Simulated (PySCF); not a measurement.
A run for PySCF: R-B3LYP/LANL2DZ on H5NSe (a complex), monomers drawn apart or pushed together.

```python
from pyscf import gto, scf, dft, mp
from pyscf.data.elements import chemcore

mol = gto.M(
    atom='''
    N    -0.06812484   -0.19824362    0.01565491
    H    -0.97935394   -0.30565649   -0.41507422
    H     0.38346057    0.60051671   -0.41481351
    H     0.47875980   -1.02166890   -0.20822339
    Se   -0.40647497    0.24605364    3.93503633
    H     0.92129519    0.86575862    4.05621759
    H    -0.25597907    0.09341175    2.46361146
    ''',
    basis='lanl2dz',
    ecp={'Se': 'lanl2dz'},
    charge=0, spin=0, verbose=3, max_memory=1800)
mf = dft.RKS(mol, xc='b3lyp')
mf.conv_tol = 1e-8
mf.max_cycle = 100
mf.kernel()
if not mf.converged:
    mf = mf.newton().run(mf.mo_coeff, mf.mo_occ)
```

Program output:

```
converged SCF energy = -66.9589398683898
```

The calculation finished and met its thresholds.

Cost: roughly 2.0 core-seconds.
